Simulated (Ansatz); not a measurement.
Born–Oppenheimer molecular dynamics of H$_{8}$NOPSi (12 atoms, charge 0, multiplicity 1). It starts at the highest image of a converged band. Of that band: Neighbouring images differ by up to 1.3 eV, so the band resolves the path poorly. A vibrational analysis at the climbing image gives one clearly imaginary mode, 296i cm⁻¹: a first-order saddle point.

Level of theory: RKS PBE0-D4/def2-SVP in Ansatz 0.2.0.

```yaml
ensemble: NVE (velocity Verlet)
time_step: 0.5 fs
steps_asked: 200
starting_velocities_drawn_for: 300 K
seed: 2939
```

Frames 5 fs apart, positions in Å, forces in eV/Å.

Velocities at 35 fs (Å/ps):

```
Si -4.54 -6.90 4.05
N -0.50 8.98 2.49
H -37.42 22.29 0.92
H -10.04 8.92 29.58
O 3.20 1.03 -0.36
H 23.21 -5.54 -16.81
P 3.35 -1.05 -3.89
H 13.98 1.17 -9.43
H -5.94 -3.84 4.07
H 2.09 13.03 -3.48
H 3.30 14.34 -14.21
H -9.37 33.12 -12.92
```

```xyz
12
Properties=species:S:1:pos:R:3:forces:R:3 time_fs=35 energy_less_start_eV=-0.165 T=433
Si -0.850 0.231 1.033 -0.20 -1.25 -1.66
N -0.132 -1.251 0.246 -1.74 0.04 0.39
H -1.788 -0.158 2.109 -0.05 0.23 0.26
H -1.591 0.899 -0.174 0.33 -0.48 0.90
O 0.313 1.233 1.614 0.04 -0.04 0.43
H 0.747 0.040 -0.960 -1.22 -6.67 3.08
P 0.972 1.093 -1.518 1.85 7.02 -4.35
H -0.876 -1.789 -0.261 0.83 0.65 0.44
H 0.360 -1.935 0.816 0.04 0.15 0.25
H 0.790 1.687 0.908 0.14 0.18 -0.10
H 0.042 0.915 -2.590 -0.02 0.07 0.19
H 2.073 0.622 -2.306 -0.01 0.12 0.17
12
Properties=species:S:1:pos:R:3:forces:R:3 time_fs=40 energy_less_start_eV=-0.541 T=719
Si -0.873 0.194 1.050 0.43 1.04 0.87
N -0.144 -1.209 0.266 0.06 -0.45 1.30
H -1.939 -0.030 2.122 0.84 -0.21 -0.13
H -1.621 0.899 0.025 -0.42 0.13 -0.86
O 0.329 1.237 1.613 -0.72 -0.89 0.22
H 0.797 -0.394 -0.886 0.21 2.26 -1.18
P 0.992 1.103 -1.547 -0.16 -1.43 0.47
H -0.772 -1.740 -0.300 -0.75 -0.36 -0.73
H 0.325 -1.905 0.846 0.16 0.20 0.22
H 0.781 1.735 0.914 -0.12 -0.17 -0.10
H 0.059 0.989 -2.627 -0.09 -0.09 0.18
H 2.073 0.786 -2.383 0.54 -0.03 -0.26
12
Properties=species:S:1:pos:R:3:forces:R:3 time_fs=45 energy_less_start_eV=-0.322 T=550
Si -0.893 0.166 1.071 0.47 3.02 0.24
N -0.162 -1.179 0.300 -0.56 -1.92 -0.24
H -1.921 0.050 2.128 0.33 -0.57 0.55
H -1.719 0.904 0.071 0.07 -0.24 -0.49
O 0.335 1.229 1.615 -0.96 -0.93 -0.11
H 0.869 -0.487 -0.995 0.29 2.91 -1.17
P 1.013 1.108 -1.576 0.93 -2.11 0.10
H -0.733 -1.695 -0.401 0.48 0.36 0.81
H 0.319 -1.836 0.920 -0.07 -0.04 -0.25
H 0.748 1.749 0.901 -0.21 -0.38 0.10
H 0.056 1.044 -2.624 -0.14 -0.15 -0.07
H 2.156 0.948 -2.487 -0.62 0.05 0.52
12
Properties=species:S:1:pos:R:3:forces:R:3 time_fs=50 energy_less_start_eV=-0.401 T=614
Si -0.909 0.162 1.094 -0.20 2.63 -0.46
N -0.185 -1.175 0.338 0.08 -0.12 0.48
H -1.818 0.008 2.248 0.10 -0.36 0.34
H -1.805 0.859 0.007 0.64 -0.59 0.57
O 0.325 1.206 1.617 -1.12 -0.79 0.27
H 1.000 -0.075 -1.332 0.00 -7.53 1.50
P 1.039 1.103 -1.605 -0.06 7.92 -1.84
H -0.654 -1.629 -0.417 -0.30 -0.60 -0.43
H 0.315 -1.790 0.957 0.27 -0.56 -0.05
H 0.688 1.702 0.879 0.26 0.13 -0.35
H 0.029 1.067 -2.624 0.18 0.00 0.14
H 2.136 1.112 -2.500 0.15 -0.13 -0.16
12
Properties=species:S:1:pos:R:3:forces:R:3 time_fs=55 energy_less_start_eV=-0.833 T=944
Si -0.926 0.178 1.115 0.00 -0.21 1.40
N -0.209 -1.180 0.379 0.23 -1.53 -0.13
H -1.684 -0.114 2.426 0.26 0.15 -0.77
H -1.772 0.702 0.039 -0.47 0.40 -0.26
O 0.301 1.175 1.619 -0.10 0.76 -0.53
H 1.163 -0.502 -1.541 -0.07 2.97 -0.20
P 1.065 1.128 -1.641 0.19 -2.87 0.54
H -0.602 -1.647 -0.442 0.07 0.17 0.45
H 0.343 -1.832 0.951 -0.30 0.32 -0.41
H 0.658 1.643 0.835 0.07 -0.31 0.55
H 0.030 1.087 -2.608 -0.04 0.04 -0.26
H 2.139 1.259 -2.547 0.16 0.10 -0.39
12
Properties=species:S:1:pos:R:3:forces:R:3 time_fs=60 energy_less_start_eV=-0.590 T=757
Si -0.944 0.194 1.146 0.04 -2.20 0.10
N -0.231 -1.205 0.419 -0.44 -0.16 -0.72
H -1.510 -0.207 2.462 -0.54 0.27 -0.04
H -1.826 0.618 0.037 -0.38 0.48 0.10
O 0.274 1.152 1.619 0.40 1.30 0.44
H 1.312 -0.534 -1.752 -0.36 3.22 0.14
P 1.093 1.141 -1.676 1.14 -3.03 -0.83
H -0.558 -1.658 -0.425 -0.24 0.21 -0.07
H 0.350 -1.856 0.903 0.47 -0.28 0.62
H 0.678 1.556 0.849 0.55 0.27 -0.27
H 0.031 1.117 -2.636 0.13 0.03 0.00
H 2.161 1.420 -2.660 -0.76 -0.11 0.53
12
Properties=species:S:1:pos:R:3:forces:R:3 time_fs=65 energy_less_start_eV=-0.410 T=622
Si -0.961 0.192 1.177 -0.42 -2.27 -1.30
N -0.256 -1.236 0.451 0.25 -0.14 0.12
H -1.453 -0.241 2.485 -0.78 0.24 0.41
H -1.957 0.640 0.064 0.53 -0.02 0.94
O 0.255 1.150 1.620 1.25 1.84 -0.15
H 1.414 -0.016 -1.950 1.70 -7.50 -1.19
P 1.127 1.138 -1.715 -2.00 7.01 1.24
H -0.567 -1.633 -0.421 -0.14 -0.09 -0.20
H 0.395 -1.875 0.932 -0.55 0.60 -0.24
H 0.779 1.491 0.868 -0.20 -0.16 0.39
H 0.056 1.156 -2.667 -0.01 0.03 0.22
H 2.048 1.572 -2.685 0.37 0.47 -0.25
12
Properties=species:S:1:pos:R:3:forces:R:3 time_fs=70 energy_less_start_eV=-0.853 T=960
Si -0.981 0.170 1.201 0.67 -1.90 1.05
N -0.282 -1.267 0.479 -1.38 1.16 -0.98
H -1.560 -0.211 2.569 0.01 0.41 -0.65
H -1.998 0.673 0.272 -0.27 0.22 -0.35
O 0.251 1.173 1.622 0.16 0.71 0.29
H 1.696 -0.319 -2.263 -1.06 2.54 0.93
P 1.155 1.158 -1.751 1.46 -2.39 -1.14
H -0.597 -1.612 -0.432 0.34 -0.04 0.60
H 0.388 -1.827 0.958 0.46 -0.53 0.22
H 0.876 1.410 0.929 -0.04 -0.02 -0.18
H 0.071 1.196 -2.659 -0.35 -0.18 -0.06
H 1.981 1.811 -2.733 0.00 0.02 0.28
12
Properties=species:S:1:pos:R:3:forces:R:3 time_fs=75 energy_less_start_eV=-0.752 T=883
Si -0.996 0.134 1.231 0.87 0.45 0.76
N -0.323 -1.282 0.501 0.25 0.37 0.94
H -1.677 -0.101 2.540 0.20 -0.13 0.06
H -2.078 0.748 0.422 0.08 -0.11 -0.58
O 0.251 1.207 1.627 -0.62 -0.39 0.05
H 1.802 -0.270 -2.418 -1.13 2.67 0.98
P 1.190 1.168 -1.794 1.24 -1.80 -1.78
H -0.585 -1.629 -0.392 -0.17 -0.40 -0.70
H 0.402 -1.827 0.980 -0.49 0.28 -0.39
H 0.944 1.322 0.967 -0.16 -0.05 -0.19
H 0.027 1.197 -2.650 0.24 -0.20 0.25
H 1.922 2.054 -2.726 -0.32 -0.69 0.58
12
Properties=species:S:1:pos:R:3:forces:R:3 time_fs=80 energy_less_start_eV=-0.375 T=596
Si -1.003 0.102 1.268 0.00 2.64 -0.20
N -0.367 -1.290 0.527 -0.16 -0.74 -1.09
H -1.754 -0.016 2.524 0.18 -0.46 0.60
H -2.134 0.791 0.444 0.88 -0.70 -0.11
O 0.242 1.236 1.632 -0.57 -1.19 -0.45
H 1.728 0.231 -2.430 3.25 -5.97 -3.85
P 1.232 1.169 -1.845 -3.60 5.49 4.36
H -0.581 -1.690 -0.397 -0.08 0.54 0.74
H 0.375 -1.815 0.959 0.23 -0.15 0.26
H 0.963 1.217 0.975 -0.52 0.07 0.17
H 0.018 1.156 -2.592 -0.01 -0.02 0.06
H 1.811 2.175 -2.612 0.39 0.48 -0.48
12
Properties=species:S:1:pos:R:3:forces:R:3 time_fs=85 energy_less_start_eV=-0.739 T=872
Si -1.010 0.089 1.304 0.16 1.86 0.88
N -0.409 -1.308 0.545 0.81 -0.26 1.03
H -1.775 -0.030 2.617 0.58 -0.29 -0.31
H -2.019 0.695 0.419 -0.26 -0.02 -0.55
O 0.223 1.248 1.633 -1.15 -1.30 0.12
H 2.012 0.093 -2.882 -1.38 2.00 1.67
P 1.261 1.188 -1.881 1.78 -1.74 -1.26
H -0.618 -1.683 -0.350 -0.42 -0.10 -0.84
H 0.361 -1.814 0.973 -0.11 -0.04 -0.02
H 0.912 1.133 0.979 0.38 0.16 -0.40
H 0.007 1.108 -2.527 -0.16 0.08 -0.30
H 1.756 2.355 -2.571 -0.25 -0.36 -0.02
12
Properties=species:S:1:pos:R:3:forces:R:3 time_fs=90 energy_less_start_eV=-0.712 T=851
Si -1.016 0.093 1.346 0.12 0.53 -0.60
N -0.442 -1.333 0.572 0.41 -0.22 0.16
H -1.679 -0.111 2.664 0.03 -0.01 -0.02
H -1.942 0.580 0.285 -0.38 0.16 0.13
O 0.191 1.240 1.633 0.20 -0.90 -0.50
H 2.082 0.243 -3.074 -1.51 1.81 2.01
P 1.299 1.200 -1.921 1.25 -1.29 -2.05
H -0.718 -1.650 -0.365 0.26 0.26 0.69
H 0.341 -1.838 0.986 -0.27 -0.19 -0.36
H 0.880 1.095 0.951 -0.35 0.38 0.38
H -0.019 1.079 -2.515 0.53 0.12 0.02
H 1.661 2.470 -2.549 -0.29 -0.67 0.12
```

Of the whole run (100 fs, mean temperature of the second half 892 K): The conserved energy stayed within 0.68 meV per atom of its start (net change 0.049 meV per atom), so the integration is sound. The kinetic energy rose, since the run started high on the potential surface and went downhill. It ends in pieces (H3P + H5NOSi), so much of that is their flight and rotation, not heat. A run of 0.1 ps of so small a system gives no equilibrium averages. The orbitals stay closed-shell, which can raise the energy where a bond breaks towards radicals; this wasn't checked here.

Time of the run: 7.8 min on 2 threads of Intel(R) Xeon(R) 6975P-C (Granite Rapids) (shared host), peak memory 0.24 GiB.
